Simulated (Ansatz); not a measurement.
`[ZnH][O][GeH3]` + `CF` → `F[CH2][ZnH]` + `[OH][GeH3]`  (formal exchange of groups at a Zn–O bond)

Gas-phase electronic energies from Ansatz, PBE0-D4/def2-TZVP geometries. CCSD(T)/CBS adds triple-zeta CCSD(T) − MP2 to the extrapolated MP2 energy (def2 sets, frozen cores). This one scheme is used for every species. Functionals use def2-TZVPP. HSE06 is defined as in plane-wave codes. For Ge, Zn outer-core shells are correlated without core-valence functions, which leaves a few kJ/mol of doubt a bond. Scalar relativity is left out up to krypton.

```
         species  HSE06 energy (Eh)
`[ZnH][O][GeH3]`        -3933.47659
            `CF`         -139.64825
   `F[CH2][ZnH]`        -1918.76482
    `[OH][GeH3]`        -2154.32460
```

(1) Work out ΔE.

Largest T1 diagnostic among the species: 0.016.

Results:

(1) ΔE = (-1918.76482) + (-2154.32460) − (-3933.47659) − (-139.64825) = 0.03542 Eh = +0.96 eV. CCSD(T)/CBS gives +1.09 eV.

At CCSD(T), def2-SVP lies +0.18 eV from the extrapolated value and def2-TZVPP +0.00 eV. From PBE to PBE0 (25 % exact exchange), in def2-TZVPP and without D4, ΔE moves by +0.05 eV. Leaving LDA and LC-ωPBE aside and taking each functional with its dispersion term where it has one, the values, not all of them listed here, spread over 0.20 eV, from revPBE-D4 to BHLYP-D4.
